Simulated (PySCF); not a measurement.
## Radial density of Fe⁺ (iron, charge +1)

M06, [Ar] 3d6 4s1, high-spin 6D determinant. Computed with PySCF 2.14 in ANO-R3 (7s5p5d3f2g1h, 97 functions), with the spin-free X2C one-electron Hamiltonian (Gaussian nucleus).

| r (bohr) | 4πr²ρ (e/bohr) | 4πr²(ρα − ρβ) |
| --- | --- | --- |
| 0.00123 | 0.2956 | 0.0002 |
| 0.00207 | 0.7523 | 0.0004 |
| 0.00348 | 1.862 | 0.0010 |
| 0.00585 | 4.413 | 0.0023 |
| 0.00985 | 9.666 | 0.0051 |
| 0.0166 | 18.53 | 0.0093 |
| 0.0279 | 28.43 | 0.0126 |
| 0.0469 | 30.86 | 0.0087 |
| 0.0788 | 24.70 | 0.0089 |
| 0.133 | 29.65 | 0.0966 |
| 0.223 | 32.85 | 0.5064 |
| 0.375 | 14.61 | 1.9100 |
| 0.631 | 16.37 | 3.7465 |
| 1.06 | 10.21 | 2.7466 |
| 1.78 | 2.183 | 1.1622 |
| 3.00 | 0.4960 | 0.4209 |
| 5.05 | 0.03347 | 0.0320 |
| 8.49 | 9.496e-05 | 0.0001 |

Densities and radii are taken from the X2C orbitals without a picture-change correction, which distorts them close to the nucleus.
